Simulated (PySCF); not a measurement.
# Interval between two levels of Lu by level of theory

Lu [Xe] 4f14 5d1 6s2 [2D5/2, M_J = 5/2] → Lu [Xe] 4f14 6s2 6p1 [2P3/2, M_J = 3/2], as a difference of total energies. Computed with PySCF 2.14 in x2c-TZVPall-2c (11s11p10d2f1g, 117 functions), with the two-component X2C-1e Hamiltonian. Correlated levels: [Ar] 3d10 frozen; the 18 highest virtual spinors dropped. "Screened" scales the spin-orbit matrix elements by Boettger's factors to mimic the two-electron term; Breit and QED terms are absent.

```json
{"method": "GHF (screened spin-orbit)", "interval between two levels (cm⁻¹)": "2643.2"}
{"method": "GMP2 (screened spin-orbit)", "interval between two levels (cm⁻¹)": "5568.6"}
```

Errors of the correlated levels include the incompleteness of this basis and the frozen core.

The determinant of the upper state mixes levels of different J (the jj label is only the starting occupation), so the difference between spin-free and spin-orbit rows is not the physical spin-orbit shift.

For comparison: 5482.4 cm⁻¹ (measured; NIST Handbook of Basic Atomic Spectroscopic Data (Sansonetti and Martin, J. Phys. Chem. Ref. Data 34, 1559 (2005))).
